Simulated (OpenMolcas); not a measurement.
Computed levels of 5s² 5p⁴ in ions with 52 electrons, in cm-1 above ³P₂.

```json
{
  "Program": "OpenMolcas 26.06",
  "Method": "CASSCF",
  "Basis": "ANO-RCC-VTZP",
  "Scalar Hamiltonian": "DKH2, point nucleus",
  "Spin-orbit coupling": "RASSI with atomic mean-field integrals over the reference wave functions, term energies averaged over their components"
}
```

Active space for each ion: 6 electrons in 8 orbitals (5s 5p 6s 6p).

| Level | Te | Xe2+ |
| --- | --- | --- |
| ³P₁ | 4084 | 8398 |
| ³P₀ | 4198 | 7312 |
| ¹D₂ | 12164 | 18526 |
| ¹S₀ | 21597 | 33323 |

**Question.** Estimate ³P₀, ¹D₂, ¹S₀ for I+ from its neighbours Te and Xe2+.

**Answer.** ³P₀ is fine structure, which grows about as the fourth power of a screened charge, so the fourth roots are averaged: ((4198^0.25 + 7312^0.25) / 2)^4 = 5594. The calculation gives 5798, so the estimate is off by -3.5 %; the measured value is 6448 (NIST Handbook of Basic Atomic Spectroscopic Data).
¹D₂ is another term, which grows about linearly with the charge: (12164 + 18526) / 2 = 15345. The calculation gives 15320, so the estimate is off by +0.2 %; the measured value is 13727 (NIST Handbook of Basic Atomic Spectroscopic Data).
¹S₀ is another term, which grows about linearly with the charge: (21597 + 33323) / 2 = 27460. The calculation gives 27372, so the estimate is off by +0.3 %; the measured value is 29501 (NIST Handbook of Basic Atomic Spectroscopic Data).

Active for correlation alone: 6p 6s; no level in the range computed is led by a configuration that fills them, so any true level of that kind is missing. Some high roots are left out of the spin-orbit mixing, which shifts the levels that they would mix with (holds for Te). Measured partners are found by configuration, term and J. A level has none where our copy of the source lacks it or the pairing is in doubt (some pairs that miss far off the trend of their configuration count as doubtful), and it then counts in no deviation. Levels of configurations outside the active space are missing.
